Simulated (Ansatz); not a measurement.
```yaml
crystal:
  periodic: [false, false, false]
  atoms:
    - {symbol: N, position_ang: [-0.854106, 1.636410, 0.073883]}
    - {symbol: Si, position_ang: [0.312553, 0.499535, -0.370024]}
    - {symbol: O, position_ang: [1.135351, -0.248352, 0.820167]}
    - {symbol: Ge, position_ang: [0.275552, -1.752190, 0.001829]}
    - {symbol: H, position_ang: [-1.490576, 1.509179, 0.842286]}
    - {symbol: H, position_ang: [-1.112576, 2.395910, -0.532685]}
    - {symbol: H, position_ang: [1.041010, 1.076097, -1.524523]}
    - {symbol: H, position_ang: [1.371011, -2.750972, -0.422538]}
    - {symbol: H, position_ang: [-0.589818, -2.412116, 1.094604]}
basis:
  gaussian: {orbitals: aug-cc-pVDZ}
total_charge: 1
magnetization: {spin_polarized: true, initial_magnetization: 1}
hamiltonian: {xc: {name: HF}}
correlation: {active_space: {window: {electrons: 6, orbitals: 2}}}
scf: {lower_state_search: light}
output: {forces: true}
```

```sh
$ ansatz run in.yaml --threads 4 --pin off --events-out ev --progress --plain --max-ram 10444MiB
```

Output, abridged:

```
Error: invalid value for `correlation.active_space`: it starts from restricted Hartree–Fock orbitals; set hamiltonian.xc: hf without magnetization.spin_polarized
```
